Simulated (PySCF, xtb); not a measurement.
Nb(Cl)4(Me) (CH3Cl4Nb), SMILES [CH3][Nb]([Cl])([Cl])([Cl])[Cl], multiplicity 1.

GFN2-xTB (xtb 6.7.1) at its own geometry gives an orbital gap of 2.13 eV and a dipole moment of 0.53 D.

Geometry optimised at B3LYP-D3(BJ)/def2-SVP. The spin state was assumed, not searched. The structure was generated by enumeration; whether it is a known compound was not checked. The def2 effective core potentials stand for the cores of Nb; spin–orbit coupling is left out.

Question: What does PySCF with ωB97X/def2-TZVP give? (An estimate is asked for; the answer gives what the named calculation found.)

Answer: gap 9.26 eV (levels -11.26 and -2.00 eV), dipole 1.52 D.
